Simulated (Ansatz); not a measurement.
Frontier orbitals of CH4MoO4, SMILES `C[O][Mo](=[O])(=[O])[OH]`.

Z-matrix (Å, degrees):
```
C
O 1 1.409
H 1 1.094 2 111.2
H 1 1.092 2 108.9 3 -120.5
H 1 1.093 2 109.1 3 120.6
Mo 2 1.847 1 135.3 3 -6.7
O 6 1.679 2 109.3 1 131.0
O 6 1.678 2 108.6 1 11.7
O 6 1.875 2 110.0 1 -107.7
H 9 0.961 6 122.8 2 -107.8
```

The species carries charge 0 and has multiplicity 1. Correlated methods include outer-core shells of Mo, which these sets cover unevenly. Mo takes the def2 core potential. The geometry is a stationary point of PBE0-D4/def2-TZVP. It is one conformer, not always the lowest. Basis def2-TZVPP, Ansatz.

Orbital energies of one run (eV). Highest occupied ones, from the top: -11.37, -11.47, -11.73, -12.08, -12.45, -13.27, -13.96, -14.18, -14.64, -15.02, -16.22, -16.29, -16.85, -17.72. Empty: 0.25, 0.38, 1.25, 1.52, 2.22, 2.51.

(1) Which functional gave them?
A. r2SCAN
B. ωB97X-V
C. revPBE
D. r2SCAN0

Answers

(1) B. HOMO energies: ωB97X-V -11.37, r2SCAN -7.70, r2SCAN0 -9.22, revPBE -7.24 eV.
